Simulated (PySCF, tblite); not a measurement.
C7H10NP.
Atom-mapped SMILES: `[CH:1]#[C:2][P@:3]1(=[NH:4])[CH2:5][C@H:6]([CH:7]=[CH2:8])[CH2:9]1` (hydrogens: H10 on C1; H11 on N4; H12, H13 on C5; H14 on C6; H15 on C7; H16, H17 on C8; H18, H19 on C9)

Cartesian coordinates in Å at the GFN2-xTB level; atoms count from 1:
```xyz
19
C7H10NP angstrom
C     -2.106    2.270    0.665
C     -1.881    1.122    0.388
P     -1.581   -0.561   -0.022
N     -2.966   -1.244   -0.192
C     -0.141   -1.082    1.058
C      0.865   -0.661   -0.041
C      1.503    0.650    0.275
C      2.805    0.867    0.264
C     -0.137   -0.531   -1.215
H     -2.302    3.274    0.908
H     -2.942   -2.226   -0.427
H     -0.014   -0.584    2.018
H     -0.148   -2.162    1.225
H      1.638   -1.412   -0.224
H      0.809    1.445    0.517
H      3.508    0.086    0.022
H      3.226    1.830    0.494
H     -0.144   -1.418   -1.853
H     -0.002    0.347   -1.845
```

Method used: PBE0/pcSseg-1 in PySCF (dipole) on a GFN2-xTB geometry, gas phase.

Masses are those of the commonest isotopes; rigid-rotor values at the optimised geometry. The values belong to one conformer with, in the numbering `[CH:1]#[C:2][P@:3]1(=[NH:4])[CH2:5][C@H:6]([CH:7]=[CH2:8])[CH2:9]1`, C5–C6–C7–C8 129°, C2–P3–C5–C6 -91°, P3–C5–C6–C7 102°, C5–C6–C9–P3 14°, C2–P3–C9–C6 91°.

Q: Give the principal moments of inertia and the rotational constants in MHz.

A: Ia = 223.47, Ib = 477.18, Ic = 608.92 u·Å²; 505379 MHz·u·Å²/I gives A = 2262, B = 1059, C = 830.0 MHz.

Q: What kind of rotor is it?

A: An asymmetric top. Ray's parameter κ = (2B − A − C)/(A − C) = -0.680; −1 is the prolate and +1 the oblate limit.

Q: What does the inertial defect say?

A: Not planar: Δ = Ic − Ia − Ib = -91.73 u·Å². For a rigid frame Δ = −2 Σ m c², so Σ m c² = 45.87 u·Å² lies off the ab plane: 13.02 from hydrogen and 32.85 from heavier atoms. The atom farthest from that plane is 2.00 Å away.

Q: Where do the levels up to J = 5 lie, in cm⁻¹?

A: Above 0(0,0):
J = 1: 1(0,1) 0.0630, 1(1,1) 0.1031, 1(1,0) 0.1108
J = 2: 2(0,2) 0.1880, 2(1,2) 0.2215, 2(1,1) 0.2444, 2(2,1) 0.3648, 2(2,0) 0.3657
J = 3: 3(0,3) 0.3732, 3(1,3) 0.3985, 3(1,2) 0.4443, 3(2,2) 0.5538, 3(2,1) 0.5586, 3(3,1) 0.7740, 3(3,0) 0.7741
J = 4: 4(0,4) 0.6162, 4(1,4) 0.6335, 4(1,3) 0.7094, 4(2,3) 0.8051, 4(2,2) 0.8190, 4(3,2) 1.0278, 4(3,1) 1.0284, 4(4,1) 1.3338, 4(4,0) 1.3338
J = 5: 5(0,5) 0.9151, 5(1,5) 0.9259, 5(1,4) 1.0383, 5(2,4) 1.1179, 5(2,3) 1.1480, 5(3,3) 1.3455, 5(3,2) 1.3478, 5(4,2) 1.6510, 5(4,1) 1.6511, 5(5,1) 2.0444, 5(5,0) 2.0444

Q: Which lines would a microwave search look for?

A: The dipole components are |μa| = 3.12 D, |μb| = 0.12 D, |μc| = 0.02 D. The squared components, which scale the intensities, stand as 1.00 : 0.00 : 0.00 (a : b : c). Some lines, for components of 0.1 D or more:

```csv
type,branch,"J(Ka,Kc)",MHz,lower level (cm⁻¹)
b,R,"4(2,2) ← 3(3,1)",1347,0.774
b,Q,"1(1,0) ← 1(0,1)",1432,0.063
b,Q,"2(1,1) ← 2(0,2)",1690,0.188
b,Q,"2(2,0) ← 2(1,1)",3637,0.244
a,R,"3(0,3) ← 2(0,2)",5551,0.188
b,Q,"5(2,4) ← 5(1,5)",5758,0.926
a,R,"4(3,1) ← 3(3,0)",7623,0.774
b,R,"4(1,4) ← 3(0,3)",7803,0.373
b,R,"5(1,5) ← 4(0,4)",9283,0.616
a,R,"5(2,3) ← 4(2,2)",9864,0.819
b,R,"3(2,1) ← 2(1,2)",10107,0.222
b,R,"4(2,3) ← 3(1,2)",10817,0.444
b,R,"5(2,4) ← 4(1,3)",12249,0.709
b,R,"3(3,0) ← 2(2,1)",12272,0.365
b,R,"4(3,2) ← 3(2,1)",14066,0.559
b,R,"4(4,1) ← 3(3,0)",16779,0.774
b,R,"4(4,0) ← 3(3,1)",16781,0.774
b,R,"5(4,1) ← 4(3,2)",18685,1.028
```

Its GFN2-xTB frequencies are all real (lowest 64 cm⁻¹). Zero-point vibration and centrifugal distortion are left out. Quadrupole hyperfine structure (14N) is left out.

On one thread of an Arm Neoverse V1 (shared host), this took 43 s wall and 0.93 GiB of memory at its peak. This is the PBE0/pcSseg-1 job that gave the dipole, with the shieldings it also computed.
